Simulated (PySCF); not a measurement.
A calculated (LDA, PySCF 2.14, jorge-DZP-DKH, scalar relativity by spin-free X2C-1e) atom or ion has these occupied shells.

```json
{"shell": "1s β", "electrons": "1", "orbital energy (eV)": "-5868.6", "rms radius, mean of both spins (bohr)": "0.0736"}
{"shell": "1s α", "electrons": "1", "orbital energy (eV)": "-5868.6", "rms radius, mean of both spins (bohr)": "0.0736"}
{"shell": "2s α", "electrons": "1", "orbital energy (eV)": "-671.94", "rms radius, mean of both spins (bohr)": "0.319"}
{"shell": "2s β", "electrons": "1", "orbital energy (eV)": "-670.30", "rms radius, mean of both spins (bohr)": "0.319"}
{"shell": "2p α", "electrons": "3", "orbital energy (eV)": "-566.92", "rms radius, mean of both spins (bohr)": "0.289"}
{"shell": "2p β", "electrons": "3", "orbital energy (eV)": "-565.66", "rms radius, mean of both spins (bohr)": "0.289"}
{"shell": "3s α", "electrons": "1", "orbital energy (eV)": "-81.558", "rms radius, mean of both spins (bohr)": "0.974"}
{"shell": "3s β", "electrons": "1", "orbital energy (eV)": "-77.238", "rms radius, mean of both spins (bohr)": "0.974"}
{"shell": "3p α", "electrons": "3", "orbital energy (eV)": "-53.411", "rms radius, mean of both spins (bohr)": "1.06"}
{"shell": "3p β", "electrons": "3", "orbital energy (eV)": "-49.162", "rms radius, mean of both spins (bohr)": "1.06"}
{"shell": "3d α", "electrons": "5", "orbital energy (eV)": "-10.892", "rms radius, mean of both spins (bohr)": "1.57"}
```

**Question.** Name the element and its charge.

**Answer.** Cr+ (chromium, charge +1), in [Ar] 3d5, high-spin 6S determinant.
